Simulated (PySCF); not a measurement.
UHF on Ga⁻ (gallium, charge -1)

Configuration: [Ar] 3d10 4s2 4p2, high-spin 3P determinant. All numbers are calculated (PySCF 2.14, scalar relativity by spin-free X2C-1e, in x2c-TZVPPall with one added diffuse shell each of s, p, d type (7s6p5d1f, 57 functions)).

| Item | Value |
| --- | --- |
| Total energy | -1942.167391 hartree |
| One-electron energy | -2714.9258 hartree |
| Hartree (Coulomb) energy | 847.3852 hartree |
| Exchange energy | -74.6268 hartree |
| ⟨S²⟩ | 2.0133 |
| ⟨L²⟩ | 2.027 |
| Sum of ⟨r⟩ | 29.11 bohr |
| Sum of ⟨r²⟩ | 79.83 bohr² |
| Traceless quadrupole moment −½Σ⟨3z² − r²⟩ along its main axis | 10.5 e·bohr² |
| Langevin diamagnetic susceptibility | -63.2 ×10⁻⁶ cm³/mol |

```tsv
shell	electrons	mean orbital energy (eV)	spread (eV)	rms radius, mean of both spins (bohr)
1s α	1	-10435.8	0	0.0560
1s β	1	-10435.8	0	0.0560
2s β	1	-1335.8	0	0.235
2s α	1	-1335.8	0	0.235
2p α	3	-1157.7	0.001	0.211
2p β	3	-1157.7	0.044	0.211
3s α	1	-173.68	0	0.698
3s β	1	-173.68	0	0.698
3p α	3	-117.80	0.013	0.737
3p β	3	-117.74	0.179	0.737
3d α	5	-26.356	0.141	0.898
3d β	5	-26.350	0.192	0.898
4s α	1	-7.828	0	2.78
4s β	1	-5.593	0	2.78
4p α	2	-0.487	0	5.08
```

Densities and radii are taken from the X2C orbitals without a picture-change correction, which distorts them close to the nucleus.

Spin-orbit constants ζ (cm⁻¹) from the X2C one-electron operator on these orbitals: bare nucleus, nucleus screened by l(l+1)(2l+1)/3 electrons, and screened by the Breit-Pauli mean field of the electrons.

```
shell    bare  screened nucleus  mean field
   2p  154100            144200      139600
   3p   19960             18680       17970
   3d    2077              1407        1289
   4p   321.8             301.0       285.3
```

To first order the Landé constant is A = 142.7 cm⁻¹, so the lowest level has J = 0 and lies 0.0354 eV below the centre of the term. This holds in LS coupling only.
